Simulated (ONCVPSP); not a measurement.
## Reading a pseudo-wave (iodine)

Columns: radius, all-electron u(r) and pseudo u(r) of the 4d shell (level -59.81 eV) of iodine in the configuration [Ar] 3d10 4s2 4p6 4d10 5s2 5p4; PBE, scalar-relativistic, ONCV scheme, ONCVPSP 4.0.1.

```json
{"r (bohr)": "0.070", "all-electron": "-0.2145", "pseudo": "0.0039"}
{"r (bohr)": "0.140", "all-electron": "-0.5554", "pseudo": "0.0303"}
{"r (bohr)": "0.210", "all-electron": "-0.5999", "pseudo": "0.0956"}
{"r (bohr)": "0.280", "all-electron": "-0.3712", "pseudo": "0.2070"}
{"r (bohr)": "0.350", "all-electron": "-0.0178", "pseudo": "0.3599"}
{"r (bohr)": "0.420", "all-electron": "0.3447", "pseudo": "0.5402"}
{"r (bohr)": "0.490", "all-electron": "0.6528", "pseudo": "0.7272"}
{"r (bohr)": "0.560", "all-electron": "0.8840", "pseudo": "0.8988"}
{"r (bohr)": "0.630", "all-electron": "1.0359", "pseudo": "1.0363"}
{"r (bohr)": "0.700", "all-electron": "1.1185", "pseudo": "1.1280"}
{"r (bohr)": "0.770", "all-electron": "1.1460", "pseudo": "1.1701"}
{"r (bohr)": "0.840", "all-electron": "1.1323", "pseudo": "1.1663"}
{"r (bohr)": "0.910", "all-electron": "1.0904", "pseudo": "1.1258"}
{"r (bohr)": "0.980", "all-electron": "1.0299", "pseudo": "1.0599"}
{"r (bohr)": "1.050", "all-electron": "0.9587", "pseudo": "0.9798"}
{"r (bohr)": "1.120", "all-electron": "0.8824", "pseudo": "0.8946"}
{"r (bohr)": "1.190", "all-electron": "0.8051", "pseudo": "0.8106"}
{"r (bohr)": "1.260", "all-electron": "0.7293", "pseudo": "0.7310"}
{"r (bohr)": "1.330", "all-electron": "0.6569", "pseudo": "0.6571"}
{"r (bohr)": "1.400", "all-electron": "0.5891", "pseudo": "0.5890"}
{"r (bohr)": "1.470", "all-electron": "0.5262", "pseudo": "0.5261"}
{"r (bohr)": "1.540", "all-electron": "0.4686", "pseudo": "0.4685"}
{"r (bohr)": "1.610", "all-electron": "0.4162", "pseudo": "0.4161"}
{"r (bohr)": "1.680", "all-electron": "0.3689", "pseudo": "0.3688"}
{"r (bohr)": "1.750", "all-electron": "0.3263", "pseudo": "0.3262"}
{"r (bohr)": "1.820", "all-electron": "0.2881", "pseudo": "0.2881"}
```

(1) How many radial nodes do the two functions have?

(2) At about which radius was the pseudo-wave matched?

(3) Is the pseudo-wave norm-conserving?

Answers

(1) The all-electron 4d function has n − l − 1 = 1; the pseudo-wave has 0, since the states of the same l below it are removed with the core.

(2) 1.40 bohr, where the columns begin to agree (steps of 0.07 bohr).

(3) Yes: the ONCV scheme keeps the norm inside the radius equal to the all-electron one, which fixes the energy derivative of the logarithmic derivative at the level.
